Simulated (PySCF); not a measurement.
Sn(F)(Cl)(NH2)2 (ClFH₄N₂Sn), SMILES [Sn]([F])([NH2])([Cl])[NH2].

Coordinates come from a r2SCAN-D4/def2-SVP optimisation. The structure was generated by enumeration; whether it is a known compound was not checked. The def2 effective core potentials stand for the cores of Sn; spin–orbit coupling is left out. The values are those of a single conformer.

Method: r2SCAN-D4/def2-SVP (PySCF).

Frequencies are harmonic and unscaled.

```
mode  ν (cm⁻¹)  IR (km/mol)  Raman (Å⁴/amu)  depolarisation  moving atoms (share of kinetic energy)
----  --------  -----------  --------------  --------------  --------------------------------------
1           99         15.9             2.5            0.75         H 35 %, N 28 %, F 24 %, Cl 13 %
2          112         18.6             1.4            0.75                  H 62 %, N 20 %, F 13 %
3          119          5.1             2.2            0.74                 H 40 %, N 29 %, Cl 23 %
4          145          2.7             1.6            0.75        N 39 %, Sn 21 %, H 18 %, Cl 15 %
5          166         17.3             4.2            0.61         N 36 %, F 30 %, Sn 16 %, H 12 %
6          170         41.7             2.6            0.72         F 42 %, N 24 %, Sn 16 %, H 14 %
7          235         20.3             0.8            0.56                          H 69 %, N 25 %
8          371         46.8            13.1            0.14                        Cl 77 %, Sn 21 %
9          543        116.7            28.6            0.05                          N 62 %, H 31 %
10         556        138.1            15.2            0.18                          N 60 %, H 34 %
11         628         87.7             4.3            0.21                         F 83 %, Sn 14 %
12         657         30.1             4.9            0.34                          H 63 %, N 33 %
13         667         48.9             4.8            0.74                 H 52 %, N 37 %, Sn 12 %
14         863         21.5             0.7            0.64                           H 90 %, N 9 %
15         870         18.4             0.9            0.39                          H 90 %, N 10 %
16        1528         23.6             1.0            0.68                           H 92 %, N 8 %
17        1532          6.0             4.9            0.68                           H 92 %, N 8 %
18        3504         34.2           102.1            0.15                                  H 96 %
19        3505         19.1           187.5            0.08                                  H 96 %
20        3608         27.1            75.9            0.75                           H 92 %, N 8 %
21        3612         29.0            82.0            0.75                           H 92 %, N 8 %
```
